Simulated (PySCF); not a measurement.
**Computed properties of Ge(Cl)(OH) (ClGeHO), SMILES [OH][Ge][Cl]**

Ge(Cl)(OH) (ClGeHO), SMILES [OH][Ge][Cl] (connectivity only; charge and spin as stated), neutral, multiplicity 1. Geometry: ωB97X-D3(BJ)/def2-TZVP. Other conformers were not sampled. All values are computed for the isolated molecule unless a solvent is named; none is compared with measurement here.

**Structure.** The optimised structure has Cs symmetry. All 6 harmonic modes at ωB97X-D3(BJ)/def2-TZVP (PySCF) are real, so it is a minimum. With heavy atoms numbered as in [Ge:1]([Cl:2])[OH:3], the shortest bond between them is Ge1–O3 at 1.781 Å and the longest Ge1–Cl2 at 2.175 Å.

**Vibrations.** The strongest infrared lines (harmonic, unscaled, degenerate partners summed) lie at 843 cm⁻¹ (133 km/mol, H 88 %, O 11 %), 706 cm⁻¹ (108 km/mol, O 77 %, Ge 19 %), 409 cm⁻¹ (99 km/mol, Cl 65 %, Ge 34 %). The softest mode is at 224 cm⁻¹ and the zero-point energy is 9.3 kcal/mol.

**Electronic structure.** ωB97X/def2-TZVPD (PySCF) places the frontier levels at -10.05 and -0.40 eV, a gap of 9.65 eV, and gives a dipole moment of 3.18 D and a mean polarisability of 51.2 bohr³.

**Excitations.** TDDFT-B3LYP/def2-SVPD (PySCF) has S1 at 4.27 eV (291 nm, f = 0.034, weak); the most intense of the 10 singlets computed lies at 7.10 eV (f = 0.21). T1 (TDA) is at 3.10 eV. No vertical singlet excitation falls in the visible range (under 3.1 eV).

**NMR.** GIAO shifts at HF/pcSseg-2 (PySCF) (non-relativistic, atoms alike by connectivity averaged): ¹H at 5.8 ppm against TMS. Without spin–orbit terms, shifts of atoms bonded to Cl or Br come out too high.
